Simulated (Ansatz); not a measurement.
`CC[SiH2][GaH2]` + `N#CO` → `N#C[O][GaH2]` + `CC[SiH3]` at 298.15 K and 1 bar (cleavage of the Ga–Si bond).

Computed with Ansatz on PBE0-D4/def2-TZVP structures; ΔE is electronic, products minus reactants. CCSD(T)/CBS is the MP2 limit (def2-TZVPP, def2-QZVPP) plus CCSD(T) − MP2 in def2-TZVPP, frozen cores. This one scheme is used for every species. For Ga outer-core shells are correlated without core-valence functions, which leaves a few kJ/mol of doubt a bond. Scalar relativity is left out up to krypton. One conformer a species, not always the lowest.

```
         species  CCSD(T)/CBS energy (Eh)  H − E (kJ/mol)  S (J/(mol·K))
`CC[SiH2][GaH2]`              -2294.52539           274.2          375.4
          `N#CO`               -168.48100            68.5          241.1
  `N#C[O][GaH2]`              -2093.04540            84.9          310.0
      `CC[SiH3]`               -369.99568           252.6          298.1
```

H − E and S are ideal-gas, rigid-rotor, harmonic terms from PBE0-D4/def2-TZVP, for one conformer and one mirror image of each species. 1 Eh = 2625.50 kJ/mol, R = 8.31446 J/(mol·K).

Question: By hand: ΔE, ΔH, ΔS and ΔG.

Answer: ΔE = (-2093.04540) + (-369.99568) − (-2294.52539) − (-168.48100) = -0.03469 Eh = -91.1 kJ/mol. Δ(H − E) = 84.9 + 252.6 − 274.2 − 68.5 = -5.2, so ΔH = -96.3 kJ/mol. ΔS = 310.0 + 298.1 − 375.4 − 241.1 = -8.4 J/(mol·K). ΔG = -96.3 − 298.15 × (-8.4)/1000 = -93.8 kJ/mol.

Question: By hand: the equilibrium constant, and the temperature at which ΔG would vanish if ΔH and ΔS stayed fixed.

Answer: log₁₀ K = −ΔG/(RT ln 10) = 16.4. ΔG = 0 at ΔH/ΔS = 11464 K, far beyond where these terms or the molecules hold.

The number of gas molecules stays the same, so ΔS is small and ΔH decides. A doubt of 5 kJ/mol in ΔE shifts log₁₀ K by 0.9 here. Other conformers and mirror images would add mixing entropy, several J/(mol·K) or more a flexible species. These are equilibria of isolated gas molecules and say nothing of rates. Largest T1 diagnostic: 0.015 (customary marks: 0.02 for closed shells, 0.045 for open ones).
